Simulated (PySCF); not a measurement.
A structure optimised at ωB97X-D3(BJ)/def2-SVP, used in a PySCF frequency run:

```
C
C 1 1.3386
H 2 1.0966 1 122.13
H 2 1.0971 3 116.11 1 179.93
H 1 1.0980 2 118.71 3 0.37
Si 1 1.8594 5 119.47 2 179.95
H 6 1.4869 1 109.20 5 -179.32
H 6 1.4870 7 110.54 4 -124.14
Cl 6 2.0732 7 108.59 8 -116.83
```
Charge 0, spin multiplicity 1.

Task: Write its SMILES and formula.

Result: C=C[SiH2]Cl, C2H5ClSi

Task: What are its rotational constants (standard atomic weights)?

Result: 11.606, 2.1415, 1.9624 GHz
